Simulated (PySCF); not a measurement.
Compound: H5PSeSi.
Numbering: `[PH2:1][SiH2:2][SeH:3]` (hydrogens: H4, H5 on P1; H6, H7 on Si2; H8 on Se3)

Computed by this run: PBE0-D3(BJ)/def2-SVP geometry optimisation, gas phase (PySCF 2.14.0); density fitting, grid level 1; the optimiser is geomeTRIC in internal coordinates, started from a GFN2-xTB structure with every atom displaced at random (about 0.01 Å).

Step 0: E = -82570.1803 eV
```
atom  x, y, z in Å  |  force x, y, z in eV/Å
P1      1.7434   -0.0842   -0.3651    0.350   1.979  -1.093
Si2    -0.3449    0.8158   -0.2383    0.061  -1.057   0.334
Se3    -1.8916   -0.4468    0.9172   -0.143   0.727   0.435
H4      1.3319   -1.3490   -0.6353   -0.616  -1.600  -0.458
H5      1.8367   -0.3198    0.9752    0.097  -0.190   1.554
H6     -0.8583    1.0090   -1.5939   -0.046   0.219  -0.571
H7     -0.2907    2.0653    0.5184    0.049   0.539   0.175
H8     -1.4713   -1.7094    0.3695    0.246  -0.617  -0.375
```

Task: Estimate the geometry and energy of step 1. (The exact step hangs on the optimiser's Hessian estimate; all steps are aligned on step 0, rigid shifts and turns removed.)

Result: E = -82570.3295 eV, largest force 0.556 eV/Å
```
atom  x, y, z in Å  |  force x, y, z in eV/Å
P1      1.7477   -0.0387   -0.3292   -0.250  -0.457   0.194
Si2    -0.3662    0.7785   -0.2421    0.221   0.279   0.105
Se3    -1.8171   -0.4462    1.0286    0.102  -0.384  -0.261
H4      1.2886   -1.3491   -0.7556    0.189   0.371   0.151
H5      1.7437   -0.3832    1.0762    0.002   0.051  -0.367
H6     -0.8170    1.0349   -1.6434   -0.067  -0.136   0.000
H7     -0.3072    2.1011    0.4531   -0.034  -0.028  -0.003
H8     -1.4173   -1.7165    0.3598   -0.161   0.305   0.181
```

The energy changes by -0.1492 eV. The first-order estimate −F·Δx gives -0.4297 eV and the mean of the old and new forces, exact on a quadratic surface, -0.1458 eV. The step makes an angle of 65° with the force vector and moves no atom by more than 0.151 Å.

The cost below is that of the whole optimisation. On one thread, Intel Xeon at 2.60 GHz (x86_64), on a shared host, this took 26 s and 0.40 GiB of memory at its peak.
